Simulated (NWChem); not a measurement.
System: CH$_{6}$O$_{2}$Si$_{2}$; SMILES C(=O)[Si@H]([SiH3])O

```xyz
11

O      1.3712     2.0310    -0.0010
C      0.2220     1.7321    -0.2712
Si    -0.5549     0.1015     0.4015
O     -2.0630     0.0275    -0.3241
Si     0.8667    -1.7054    -0.1127
H     -0.3947     2.4060    -0.9158
H     -0.6609     0.2479     1.8850
H     -2.6280    -0.7298    -0.1174
H      1.1974    -1.7252    -1.5638
H      2.1267    -1.6087     0.6718
H      0.1972    -2.9951     0.2256
```
Atoms are numbered in this order, from 1.

Computed with NWChem. Pople sets run with spherical d functions. Structure relaxed at the B3LYP/6-31G* (spherical d) level. Vertical excitations in the gas phase; the lowest state need not have the same character in each row.

Task: Order these by “lowest excitation, singlet (eV)”, lowest first: Hartree-Fock/6-31G*, TDHF; LRC-wPBEh/6-31G*, full TDDFT; PBE/6-31G*, full TDDFT.

Result: PBE/6-31G*, full TDDFT (3.15), LRC-wPBEh/6-31G*, full TDDFT (3.25), Hartree-Fock/6-31G*, TDHF (3.62)
